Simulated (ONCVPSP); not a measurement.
## An all-electron radial function and its pseudo partner (Cs (Z = 55))

Columns: radius, all-electron u(r) and pseudo u(r) of the 5p shell (level -14.15 eV) of caesium in the configuration [Kr] 4d10 5s2 5p6 6s0.5 6p0.5; PBE, scalar-relativistic, ONCV scheme, ONCVPSP 4.0.1.

| r (bohr) | all-electron | pseudo |
| --- | --- | --- |
| 0.178 | 0.2213 | 0.0196 |
| 0.355 | -0.0367 | 0.0759 |
| 0.533 | -0.3810 | 0.1633 |
| 0.710 | -0.2971 | 0.2714 |
| 0.888 | -0.0027 | 0.3899 |
| 1.065 | 0.3019 | 0.5052 |
| 1.243 | 0.5391 | 0.6072 |
| 1.420 | 0.6917 | 0.6859 |
| 1.598 | 0.7717 | 0.7367 |
| 1.775 | 0.7952 | 0.7572 |
| 1.953 | 0.7790 | 0.7498 |
| 2.130 | 0.7374 | 0.7191 |
| 2.308 | 0.6806 | 0.6712 |
| 2.485 | 0.6171 | 0.6132 |
| 2.662 | 0.5518 | 0.5506 |
| 2.840 | 0.4879 | 0.4877 |
| 3.018 | 0.4279 | 0.4279 |
| 3.195 | 0.3730 | 0.3730 |
| 3.373 | 0.3233 | 0.3233 |
| 3.550 | 0.2793 | 0.2793 |
| 3.728 | 0.2403 | 0.2402 |
| 3.905 | 0.2062 | 0.2062 |
| 4.083 | 0.1764 | 0.1764 |
| 4.260 | 0.1507 | 0.1507 |
| 4.438 | 0.1284 | 0.1284 |
| 4.615 | 0.1093 | 0.1093 |

(1) How many radial nodes do the two functions have?

(2) At about which radius was the pseudo-wave matched?

(3) Where does each function peak?

(4) Is the pseudo-wave norm-conserving?

## Answers

(1) The all-electron 5p function has n − l − 1 = 3 (the table is too coarse to show those close to the nucleus); the pseudo-wave has 0, since the states of the same l below it are removed with the core.

(2) 3.55 bohr. The columns agree to 0.0005 from 2.84 bohr on; several derivatives are matched, so the curves merge somewhat inside the radius.

(3) Outermost all-electron maximum near 1.77 bohr, pseudo maximum near 1.77 bohr (to the table’s step).

(4) Yes: the ONCV scheme keeps the norm inside the radius equal to the all-electron one, which fixes the energy derivative of the logarithmic derivative at the level.
